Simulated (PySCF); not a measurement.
C4H9O2, doublet, at a GFN2-xTB geometry; TPSS/STO-3G (PySCF).

The PySCF input:
```python
from pyscf import gto, scf, dft

mol = gto.M(
    atom='''
C     2.53902793   -0.49047836   -0.22754881
O     1.32893261    0.07963565    0.19137482
C     0.21049801   -0.38095481   -0.53931007
C    -1.01321548    0.29660661   -0.01166368
C    -2.35029139   -0.00113138   -0.58464030
O    -0.98343622    0.73017640    1.29072745
H     3.31802086   -0.06850358    0.40443870
H     2.74894643   -0.25040278   -1.27681134
H     2.52436432   -1.58174326   -0.11233550
H     0.14214938   -1.48858731   -0.44449065
H     0.33134794   -0.16324556   -1.61430022
H    -2.65772288   -1.03900354   -0.40227257
H    -3.08640883    0.65241195   -0.12513176
H    -2.34724513    0.15742321   -1.66203616
H    -0.05353769    0.75890219    1.55509863
''',
    basis='sto-3g',
    spin=1,
    verbose=3,
)

mf = dft.UKS(mol)
mf.xc = 'tpss'
mf.kernel()
mf.analyze()
```

It wrote (shortened):

```
converged SCF energy = -304.317664945177  <S^2> = 0.75245563  2S+1 = 2.0024541
**** MO energy ****
                             alpha | beta                alpha | beta
MO #1   energy= -18.6784232841912  | -18.6742069632461  occ= 1 | 1
MO #2   energy= -18.655974893966   | -18.6559396029476  occ= 1 | 1
MO #3   energy= -9.88272301504248  | -9.8827471092045   occ= 1 | 1
MO #4   energy= -9.87199897774737  | -9.87267310440165  occ= 1 | 1
MO #5   energy= -9.82254731342918  | -9.82334690025651  occ= 1 | 1
MO #6   energy= -9.80116038046043  | -9.78900231820596  occ= 1 | 1
MO #7   energy= -0.931948614481774 | -0.926116132533013 occ= 1 | 1
MO #8   energy= -0.906389007146918 | -0.899736768070478 occ= 1 | 1
MO #9   energy= -0.666722368143404 | -0.658701816254792 occ= 1 | 1
MO #10  energy= -0.623807765815719 | -0.622722723808165 occ= 1 | 1
MO #11  energy= -0.558597351005336 | -0.556701619029723 occ= 1 | 1
MO #12  energy= -0.475711737133791 | -0.464279341317009 occ= 1 | 1
MO #13  energy= -0.410768547412219 | -0.406322681674285 occ= 1 | 1
MO #14  energy= -0.394556894022733 | -0.393062000208177 occ= 1 | 1
MO #15  energy= -0.393681455464074 | -0.390222991032781 occ= 1 | 1
MO #16  energy= -0.352242500233064 | -0.346287777198724 occ= 1 | 1
MO #17  energy= -0.346742473389017 | -0.341807376143758 occ= 1 | 1
MO #18  energy= -0.319788809172899 | -0.316404834744151 occ= 1 | 1
MO #19  energy= -0.309411748713518 | -0.306494680591759 occ= 1 | 1
MO #20  energy= -0.285077558041283 | -0.280313481618127 occ= 1 | 1
MO #21  energy= -0.212816761304285 | -0.190601014844371 occ= 1 | 1
MO #22  energy= -0.188953975283343 | -0.179158491893808 occ= 1 | 1
MO #23  energy= -0.179858982956766 | -0.160730470267208 occ= 1 | 1
MO #24  energy= -0.098490851449226 | -0.0976150187306671 occ= 1 | 1
MO #25  energy= -0.00437947094061697 | 0.0814102464774042 occ= 1 | 0
MO #26  energy= 0.236144046053347  | 0.240318464399271  occ= 0 | 0
MO #27  energy= 0.31993891605853   | 0.331405414822042  occ= 0 | 0
MO #28  energy= 0.337408315723333  | 0.34693818949567   occ= 0 | 0
MO #29  energy= 0.381913898313209  | 0.395983073375476  occ= 0 | 0
MO #30  energy= 0.39691088273557   | 0.403131373040878  occ= 0 | 0
MO #31  energy= 0.412907948710437  | 0.417213829402556  occ= 0 | 0
MO #32  energy= 0.418650036523141  | 0.422892711656575  occ= 0 | 0
MO #33  energy= 0.425883942527716  | 0.428695783165501  occ= 0 | 0

To work with the spin densities directly, `use mulliken_meta_spin()` only printing them here.

 ** Mulliken spin pop alpha/beta on meta-lowdin orthogonal AOs **
 ** Mulliken Spin Density (per atom)  **
spin density of  0 C =     -0.00088
spin density of  1 O =      0.00248
spin density of  2 C =     -0.03453
spin density of  3 C =      0.74244
spin density of  4 C =     -0.04155
spin density of  5 O =      0.22199
spin density of  6 H =      0.00000
spin density of  7 H =      0.00005
spin density of  8 H =     -0.00003
spin density of  9 H =      0.04008
spin density of  10 H =      0.01545
spin density of  11 H =      0.04159
spin density of  12 H =      0.00510
spin density of  13 H =      0.01317
spin density of  14 H =     -0.00536
 ** Mulliken pop alpha/beta on meta-lowdin orthogonal AOs **
 ** Mulliken atomic charges   ( Nelec_alpha | Nelec_beta ) **
charge of  0C =     -0.03687  (     3.01799      3.01888 )
charge of  1O =     -0.14727  (     4.07487      4.07239 )
charge of  2C =     -0.00229  (     2.98388      3.01841 )
charge of  3C =     -0.02041  (     3.38142      2.63898 )
charge of  4C =     -0.13452  (     3.04649      3.08804 )
charge of  5O =     -0.11805  (     4.17002      3.94803 )
charge of  6H =      0.04904  (     0.47548      0.47548 )
charge of  7H =      0.03343  (     0.48331      0.48326 )
charge of  8H =      0.03193  (     0.48402      0.48405 )
charge of  9H =      0.01786  (     0.51111      0.47103 )
charge of  10H =      0.02672  (     0.49436      0.47891 )
charge of  11H =      0.03684  (     0.50238      0.46079 )
charge of  12H =      0.05163  (     0.47673      0.47164 )
charge of  13H =      0.04489  (     0.48414      0.47097 )
charge of  14H =      0.16707  (     0.41378      0.41914 )
Dipole moment(X, Y, Z, Debye):  1.36405, -0.90577, -0.51979
```
